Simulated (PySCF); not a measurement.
Br2H2O2Si. Atoms are numbered in the order given.

```xyz
7

O     -0.0781     1.3784     1.5868
Si     0.0000     0.0000     0.6886
O      0.0781    -1.3784     1.5868
Br    -1.8345     0.0058    -0.5580
Br     1.8345    -0.0058    -0.5580
H      0.7405     1.6624     2.0145
H     -0.7405    -1.6624     2.0145
```

Geometry: B3LYP-D3(BJ)/def2-SVP. This is a generated structure with no PubChem entry under its InChIKey; it may be hypothetical. One conformer was computed; it need not be the lowest.

Vertical ionisation energy (IE) and electron affinity (EA) in eV. Rows of orbital energies are one-electron estimates. Where ΔSCF, EOM or ADC give a negative EA the extra electron is unbound and the value depends on the basis.

```tsv
level	IE	EA
−ε(HOMO), −ε(LUMO), PBE0/def2-TZVP (PySCF)	(withheld)	(withheld)
−ε(HOMO), −ε(LUMO), PBE/def2-TZVP (PySCF)	7.27	1.35
```

**Question.** Complete the blanks. (Estimate from the structure and the level; the computed values follow.)

**Answer.** 
- −ε(HOMO), −ε(LUMO), PBE0/def2-TZVP (PySCF), IE: 8.57
- −ε(HOMO), −ε(LUMO), PBE0/def2-TZVP (PySCF), EA: 0.40
